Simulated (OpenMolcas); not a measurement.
An atom or ion with 6 electrons was computed by SS-CASPT2, IPEA 0.25 Eh, imaginary shift 0.1 Eh with spin-orbit coupling (OpenMolcas, ANO-RCC-VTZP, DKH2). The lowest levels that the run gave, each within 12 % of the measured value where one is at hand:

| J | Parity | E (cm-1) | g |
| --- | --- | --- | --- |
| 0 | even | 0.0 |  |
| 1 | even | 106 | 1.501 |
| 2 | even | 312 | 1.501 |
| 2 | even | 20560 | 1.000 |
| 0 | even | 42980 |  |
| 2 | odd | 57810 | 2.002 |
| 2 | odd | 118910 | 1.167 |
| 1 | odd | 118910 | 0.499 |
| 3 | odd | 118910 | 1.334 |
| 0 | odd | 142720 |  |
| 1 | odd | 142720 | 1.501 |
| 2 | odd | 142720 | 1.501 |

Which ion is it, and what are the configurations and terms?

O2+ (Z = 8, charge +2; active space 4 electrons in 4 orbitals (2s 2p)). J, parity and g give the terms where levels are pure, and mixed ones are named by the computed weights; the size of the splittings, set against known spectra of the 6-electron sequence, gives the charge. In order, with the measured energies in cm-1 (Moore, Selected Tables of Atomic Spectra, NSRDS-NBS 3, section 11): 2s2 2p2 3P0, 2s2 2p2 3P1 (113), 2s2 2p2 3P2, 2s2 2p2 1D2 (20273), 2s2 2p2 1S0 (43186), 2s 2p3 5S* 2 (60325), 2s 2p3 3D* 2, 2s 2p3 3D* 1, 2s 2p3 3D* 3, 2s 2p3 3P* 0, 2s 2p3 3P* 1, 2s 2p3 3P* 2.

CASPT2 breaks the degeneracy within a term, and the mean is taken; among the terms shown or strongly mixed into the levels shown the widest spread is 90 cm-1 (2s 2p3 3D*). Terms from blocks run as CI alone lack orbitals of their own. Computed and measured levels are paired by configuration, term and J; levels that our copy of the source lacks, or whose pairing is in doubt (as where it misses far off the trend of its configuration), stay unpaired and out of the deviations. Levels of configurations outside the active space are missing.

* marks odd parity.
